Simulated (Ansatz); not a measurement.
H₄O₂S₂Ti (`[OH][Ti]([OH])([SH])[SH]`). Charge 0, multiplicity 1. All single points use the PBE0-D4/def2-TZVP geometry. It is one conformer, not always the lowest.

```xyz
9

O     1.808   -0.002    0.258
Ti    0.068   -0.102    0.031
O    -0.699   -1.670    0.242
S    -0.766    1.428    1.534
S    -0.516    0.504   -2.110
H     2.708   -0.301    0.365
H    -0.790   -2.586    0.493
H    -2.040    1.104    1.242
H     0.228    1.625   -2.055
```

(1) What is the dipole moment at PBE/def2-TZVPP? (An estimate is asked.)

(2) And with r2SCAN, B3LYP, ωB97M-V? (Estimate.)

(3) Give the Mulliken charges with PBE, r2SCAN, B3LYP in def2-TZVPP. (Best estimate.)

## Answers

(1) The calculation gave: 3.27 D, with components (1.76, -2.65, 0.78) D in this frame, pointing from negative to positive charge.

(2) Ansatz gave: r2SCAN 3.32 D, B3LYP 3.25 D, ωB97M-V 3.39 D.

(3) Computed: 
```json
{"atom": "O1", "PBE": "-0.42", "r2SCAN": "-0.48", "B3LYP": "-0.47"}
{"atom": "Ti2", "PBE": "0.76", "r2SCAN": "0.90", "B3LYP": "0.91"}
{"atom": "O3", "PBE": "-0.42", "r2SCAN": "-0.48", "B3LYP": "-0.47"}
{"atom": "S4", "PBE": "-0.27", "r2SCAN": "-0.29", "B3LYP": "-0.28"}
{"atom": "S5", "PBE": "-0.27", "r2SCAN": "-0.29", "B3LYP": "-0.28"}
{"atom": "H6", "PBE": "0.20", "r2SCAN": "0.21", "B3LYP": "0.19"}
{"atom": "H7", "PBE": "0.20", "r2SCAN": "0.21", "B3LYP": "0.19"}
{"atom": "H8", "PBE": "0.11", "r2SCAN": "0.11", "B3LYP": "0.11"}
{"atom": "H9", "PBE": "0.11", "r2SCAN": "0.11", "B3LYP": "0.11"}
```

B3LYP here is the variant with VWN-RPA as its local correlation; programs differ in this.
